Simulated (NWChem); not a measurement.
System: C3H6NO, doublet; SMILES CN(C)[C]=O

Input file for NWChem:

```
start job
memory heap 200 mb stack 900 mb global 1100 mb
geometry units angstroms
  C      0.913992    -1.488813    -0.000007
  N      0.060527    -0.327058     0.000200
  C     -1.374601    -0.534981    -0.000115
  C      0.579917     0.905173     0.000090
  O      0.042108     1.972099     0.000035
  H      1.962143    -1.163348     0.000724
  H      0.735943    -2.112547     0.892807
  H      0.736932    -2.111626    -0.893672
  H     -1.870504     0.443783     0.001362
  H     -1.689549    -1.097320    -0.895225
  H     -1.689399    -1.099864     0.893432
end
basis spherical
  C library sto-3g
  N library sto-3g
  O library sto-3g
  H library sto-3g
end
dft
  odft
  mult 2
  xc hfexch
  iterations 150
end
driver
  maxiter 120
end
task dft optimize
```

NWChem printed, in part:

```
             Northwest Computational Chemistry Package (NWChem) 7.3.0
             --------------------------------------------------------

 CS  symmetry detected

                             Geometry "geometry" -> ""
                             -------------------------

 Output coordinates in angstroms (scale by  1.889725989 to convert to a.u.)

  No.       Tag          Charge          X              Y              Z
 ---- ---------------- ---------- -------------- -------------- --------------
    1 C                    6.0000     0.85856197    -1.51754283     0.00000000
    2 N                    7.0000     0.05554830    -0.32036022     0.00000000
    3 C                    6.0000    -1.38715717    -0.46673412     0.00000000
    4 C                    6.0000     0.62714745     0.88853746     0.00000000
    5 O                    8.0000     0.13544671     1.97748190     0.00000000
    6 H                    1.0000     1.91966984    -1.23718918     0.00000000
    7 H                    1.0000     0.65452171    -2.13265506     0.89323954
    8 H                    1.0000     0.65452171    -2.13265506    -0.89323954
    9 H                    1.0000    -1.84075951     0.53233727     0.00000000
   10 H                    1.0000    -1.72583952    -1.01636735    -0.89432852
   11 H                    1.0000    -1.72583952    -1.01636735     0.89432852

 Effective nuclear repulsion energy (a.u.)     172.1701269210

      Symmetry information
      --------------------

 Group name             Cs
 Group number              2
 Group order               2
 No. of unique centers     9

                                Z-matrix (autoz)
                                --------

 Units are Angstrom for bonds and degrees for angles

[...]

      ----------------------
      Optimization converged
      ----------------------

  Step       Energy      Delta E   Gmax     Grms     Xrms     Xmax
  ---- ---------------- -------- -------- -------- -------- --------
@    5    -243.23200436 -2.4D-07  0.00006  0.00001  0.00035  0.00142
                                     ok       ok       ok       ok

                                Z-matrix (autoz)
                                --------

 Units are Angstrom for bonds and degrees for angles

      Type          Name      I     J     K     L     M      Value     Gradient
      ----------- --------  ----- ----- ----- ----- ----- ---------- ----------
    1 Stretch                  1     2                       1.46995    0.00001
    2 Stretch                  1     6                       1.08794   -0.00000
    3 Stretch                  1     7                       1.09227    0.00000
    4 Stretch                  1     8                       1.09227    0.00000
    5 Stretch                  2     3                       1.47498   -0.00001
    6 Stretch                  2     4                       1.38079    0.00003
    7 Stretch                  3     9                       1.08832   -0.00000
    8 Stretch                  3    10                       1.09197    0.00000
    9 Stretch                  3    11                       1.09197    0.00000
   10 Stretch                  4     5                       1.21381   -0.00006
   11 Bend                     1     2     3               117.30393    0.00000
   12 Bend                     1     2     4               120.30951    0.00001
   13 Bend                     2     1     6               109.04533   -0.00000
   14 Bend                     2     1     7               110.85879    0.00000
   15 Bend                     2     1     8               110.85879    0.00000
   16 Bend                     2     3     9               108.84941   -0.00000
   17 Bend                     2     3    10               110.76726    0.00000
   18 Bend                     2     3    11               110.76726    0.00000
   19 Bend                     2     4     5               127.07877    0.00003
   20 Bend                     3     2     4               122.38656   -0.00001
   21 Bend                     6     1     7               108.86019   -0.00000
   22 Bend                     6     1     8               108.86019   -0.00000
   23 Bend                     7     1     8               108.31092   -0.00000
   24 Bend                     9     3    10               108.96330   -0.00000
   25 Bend                     9     3    11               108.96330   -0.00000
   26 Bend                    10     3    11               108.49217   -0.00000
   27 Torsion                  1     2     3     9         180.00000   -0.00000
   28 Torsion                  1     2     3    10         -60.21834   -0.00000
   29 Torsion                  1     2     3    11          60.21834    0.00000
   30 Torsion                  1     2     4     5         180.00000   -0.00000
   31 Torsion                  3     2     1     6         180.00000   -0.00000
   32 Torsion                  3     2     1     7         -60.16498   -0.00000
   33 Torsion                  3     2     1     8          60.16498    0.00000
   34 Torsion                  3     2     4     5           0.00000    0.00000
   35 Torsion                  4     2     1     6           0.00000    0.00000
   36 Torsion                  4     2     1     7         119.83502   -0.00000
   37 Torsion                  4     2     1     8        -119.83502    0.00000
   38 Torsion                  4     2     3     9           0.00000    0.00000
   39 Torsion                  4     2     3    10         119.78166   -0.00000
   40 Torsion                  4     2     3    11        -119.78166    0.00000

                         Geometry "geometry" -> "geometry"
                         ---------------------------------

 Output coordinates in angstroms (scale by  1.889725989 to convert to a.u.)

  No.       Tag          Charge          X              Y              Z
 ---- ---------------- ---------- -------------- -------------- --------------
    1 C                    6.0000     0.87080785    -1.53709419     0.00000000
    2 N                    7.0000     0.05994861    -0.31101357     0.00000000
    3 C                    6.0000    -1.40647863    -0.46965634     0.00000000
    4 C                    6.0000     0.66983779     0.92778276     0.00000000
    5 O                    8.0000     0.12427573     2.01208316     0.00000000
    6 H                    1.0000     1.92440789    -1.26592816     0.00000000
    7 H                    1.0000     0.66179667    -2.14159983     0.88540232
    8 H                    1.0000     0.66179667    -2.14159983    -0.88540232
    9 H                    1.0000    -1.86683186     0.51650289     0.00000000
   10 H                    1.0000    -1.73686937    -1.01549572    -0.88616973
   11 H                    1.0000    -1.73686937    -1.01549572     0.88616973

 Effective nuclear repulsion energy (a.u.)     169.7168973084

      Symmetry information
      --------------------

 Group name             Cs
 Group number              2
 Group order               2
 No. of unique centers     9

                Final and change from initial internal coordinates
                --------------------------------------------------

                                Z-matrix (autoz)
                                --------

 Units are Angstrom for bonds and degrees for angles

[...]
```

Level: UHF/STO-3G. No stability test was run on the SCF state.
